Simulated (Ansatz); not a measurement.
Reaction (SMILES): F[SiH]C[SiH3] -> F[SiH-]C[SiH3] (an electron is taken up)
Structures are relaxed separately at B3LYP-D3(BJ)/def2-TZVP in Ansatz (a quantum-chemistry and plane-wave program), one conformer each, not searched for the lowest.

Property: adiabatic electron affinity (electronic energy difference), positive where the reaction releases energy, in eV. Correlated levels leave the core frozen unless marked. UHF or UKS for open shells. No spin-orbit coupling. Non-relativistic. Anions need diffuse functions: aug- sets have them; def2-D sets add few; the other sets have none. CBS(X,Y): correlation extrapolated as X^-3; Hartree-Fock from the larger set.

```
level                                                program  adiabatic electron affinity (eV)
--------------------------------------------  --------------  --------------------------------
HF/cc-pV(T+d)Z                                        Ansatz                              0.10
HF/aug-cc-pV(Q+d)Z                                    Ansatz                              0.20
revPBE-D4/def2-TZVPD                          Ansatz + dftd4                              1.55
r2SCAN/def2-TZVPD                                     Ansatz                              1.28
B3LYP-D4/def2-TZVPD                           Ansatz + dftd4                              1.56
BHLYP-D3(BJ)/def2-TZVPD                       Ansatz + dftd3                              1.22
LC-wPBE-D4/def2-TZVPD                         Ansatz + dftd4                              1.35
MP2/6-31G                                             Ansatz                              1.05
MP2/6-31G*                                            Ansatz                              0.64
SCS-MP2/cc-pV(Q+d)Z                                   Ansatz                              1.30
CCSD/STO-3G                                           Ansatz                             -4.18
CCSD/cc-pVTZ                                          Ansatz                              1.22
CCSD/cc-pV(Q+d)Z                                      Ansatz                              1.30
CCSD(T)/cc-pVTZ                                       Ansatz                              1.29
CCSD(T)/CBS(aug-cc-pV(T+d)Z,aug-cc-pV(Q+d)Z)          Ansatz                              1.48
```
